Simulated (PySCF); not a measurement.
Radial density of Bi⁺ (bismuth, charge +1)

UHF, [Xe] 4f14 5d10 6s2 6p2, high-spin 3P determinant. All numbers are calculated (PySCF 2.14, scalar relativity through the core potential, in aug-cc-pwCVTZ-PP with ECP60MDF (8s7p6d4f1g, 96 functions)). This is the valence pseudo-density: the core potential removes the inner electrons and smooths the orbitals near the nucleus.

| r (bohr) | 4πr²ρ (e/bohr) | 4πr²(ρα − ρβ) |
| --- | --- | --- |
| 0.00953 | 1.668e-05 | 0.0000 |
| 0.0160 | 4.096e-05 | 0.0000 |
| 0.0270 | 8.098e-05 | 0.0000 |
| 0.0453 | 0.0001148 | 0.0000 |
| 0.0763 | 0.0002069 | 0.0000 |
| 0.128 | 0.001139 | 0.0000 |
| 0.216 | 0.01636 | 0.0002 |
| 0.363 | 0.5251 | 0.0057 |
| 0.611 | 10.92 | 0.1138 |
| 1.03 | 20.06 | -0.0601 |
| 1.73 | 5.806 | 0.5485 |
| 2.91 | 1.447 | 0.8251 |
| 4.89 | 0.1145 | 0.0999 |
| 8.22 | 0.0006514 | 0.0006 |

Energies and moments cover only the electrons outside the core potential. Spin-orbit coupling is strong in this species (close to jj coupling), so the high-spin LS determinant is a model state, not a physical level.

Q: Where is the radial spin density 4πr²(ρα − ρβ) most negative, and why is it negative at all?

A: Around r = 1.03 bohr, down to -0.0601 e/bohr: exchange with the open shell polarises the paired shells in an unrestricted calculation.
